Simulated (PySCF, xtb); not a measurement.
H2Se2Zn, SMILES [SeH][Zn][SeH].

xtb with GFN2-xTB at its own geometry gives an orbital gap of 2.84 eV and a dipole moment of 4.05 D.

Geometry optimised at B3LYP-D3(BJ)/def2-SVP. One conformer was computed; it need not be the lowest.

What does PBE0/def2-TZVPD in PySCF give? (Estimate from the structure and the level; the computed values follow.)

gap 5.87 eV (levels -7.18 and -1.32 eV), dipole 0.61 D.
